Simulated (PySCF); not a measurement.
B3LYP has the VWN-RPA correlation part, as in Gaussian. 

**HCl₂Si, SMILES `Cl[SiH]Cl` (charge 0, multiplicity 2)**

Level of theory: B3LYP-D3(BJ)/def2-TZVP (PySCF).

| Item | Result |
|---|---|
| highest occupied spin orbital | -6.54 eV |
| dipole moment | 1.09 D |
| total energy | -1210.6377 Ha |
| cost | roughly 90 core-seconds |

```xyz
4

Cl     1.7174    -0.7820    -0.1303
Si    -0.0048     0.1802     0.4701
Cl    -1.6622    -0.8946    -0.1216
H     -0.0504     1.4964    -0.2182
```
Charge 0, spin multiplicity 2.
